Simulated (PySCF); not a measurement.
## I: ionisation energy

I [Kr] 4d10 5s2 5p5 (2P) → I⁺ [Kr] 4d10 5s2 5p4 (3P), as a difference of total energies. Calculation: PySCF 2.14, in dyall-av2z (22s16p12d, 130 functions); no relativity, point nucleus. Correlated levels: valence: [Kr] 4d10 frozen; virtual orbitals above 40 to 60 times the deepest correlated orbital energy dropped. The calculations carry no spin-orbit coupling.

| method | ionisation energy (eV) | difference from reference (eV) |
| --- | --- | --- |
| UHF | 9.650 | -0.869 |
| MP2 (valence) | 10.194 | -0.325 |
| SCS-MP2 (valence) | 10.177 | -0.342 |
| CCSD (valence) | 10.169 | -0.350 |
| CCSD(T) (valence) | 10.186 | -0.333 |

Reference: 10.519 eV (measured; NIST levels, between the centres of gravity of the two terms).

These non-relativistic numbers lack the scalar-relativistic shift.
